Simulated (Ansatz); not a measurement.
Coupled-cluster diagnostics for the cluster Si5Mo2⁺, Ansatz.

Geometry of the doublet (r2SCAN-D4/def2-SVP):

Cartesian coordinates in Å:
```
Mo 1.8016 1.7903 -0.0736
Mo -0.2429 2.0617 0.5744
Si -0.2545 0.6265 -1.4349
Si -0.2690 -2.2636 1.0173
Si 0.9919 -0.4055 0.5794
Si -0.4717 -1.6692 -1.2690
Si -1.5555 -0.1402 0.6063
```

In the def2 sets Mo takes a core potential; there is no spin–orbit coupling. Correlated methods freeze 25 core orbitals; core or outer-core shells of Mo are correlated, in sets that lack core-valence functions. No other spin state of charge 1 was run. The geometry of the doublet was relaxed on an unsound state (⟨S²⟩ 1.88, where a pure state has 0.75). Another isomer (doublet) lies 0.64 eV lower at PBE0-D4/def2-TZVP; other spin states weren't run for this one.

Question: Estimate the CCSD(T) correlation energy, the shares of MP2 and (T), T1 and the reference's ⟨S²⟩ for: charge 1, doublet, own geometry in def2-SVP; and the rough time on 4 threads of Arm Neoverse V2 on a shared host.

Answer: 
| state | basis | correlation (eV) | MP2 share (%) | (T) share (%) | T1 | ⟨S²⟩ (pure) | wall time | remarks |
| --- | --- | --- | --- | --- | --- | --- | --- | --- |
| charge 1, doublet, own geometry | def2-SVP | -32.400 | 90.9 | 7.9 | 0.080 | 4.52 (0.75) | 3.8 min | large T1 (0.080), spin-contaminated (⟨S²⟩ 4.52) |
Customary marks for T1 are 0.02 (closed shells), 0.045 (open shells) and about 0.05 (3d metals). T1 exceeds 0.02 in 1 of 1 rows and 0.045 in 1; the higher it lies, the less the single-reference result can be trusted.
